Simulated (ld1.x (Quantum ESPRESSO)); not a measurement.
Before and after: TM potential for Pt

ld1.x (Quantum ESPRESSO) 7.5 input, shortened:

```
&input
   title='Pt', zed=78., rel=1, dft='PW91', iswitch=3,
   config='[Xe] 4f14 5d8 6s0 6p0'
 /
 &inputp
   pseudotype=2, tm=.true., lloc=0,
   nlcc=.true., new_core_ps=.true.
 /
3
6P  2  1   0.00   0.00  2.70  2.70  0.0
5D  3  2   8.00   0.00  1.85  1.85  0.0
6S  1  0   0.00   0.00  2.40  2.40  0.0
 &test
   configts(1)='5d8 6s0 6p0'
 /
```

Change: core [Kr] 4d10 4f14, valence charge 18; reference 5s2 5p6 5d9 6s0.5 6p0; waves now 5s (bound): rc 0.85 bohr; 5p (bound): rc 1.70 bohr; 5d (bound): rc 1.70 bohr; local potential all-electron potential smoothed inside 1.30 bohr (lloc = -1); core correction Bessel-smoothed model core inside 0.40 bohr (6s counted twice).

Cutoffs: the cutoffs (Ry, on a coarse ladder) from which the occupation-weighted sum of valence levels, in a spherical-Bessel basis at the reference potential, stays within 10 and 1 mRy of its value at 400 Ry; they do not see the model core or the augmentation charge, which bear on the density cutoff. Errors are all-electron minus pseudo energies relative to the spin-unpolarised reference configuration.

Task: What does the change do?

Result: The miss of the reference levels goes from 0.00 to 0.17 eV; neither file shows a bound ghost. In the changed file ld1.x takes every shell without a wave as core, so the model core holds the 6s electrons as well and exchange and correlation see them twice. This cancels in the reference configuration, but the file is broken for other ones, and its errors say nothing about a proper core correction. Several settings change at once here, so the effects cannot be laid on one of them.

| quantity | base | changed |
| --- | --- | --- |
| cutoff, loose | 40 Ry | 200 Ry |
| cutoff, tight | 50 Ry | over 300 Ry |
| bound ghosts | none | none |
| largest miss of a reference level, eV | 0.00 | 0.17 |
| largest error over its own tests, meV | -635 | -392 |
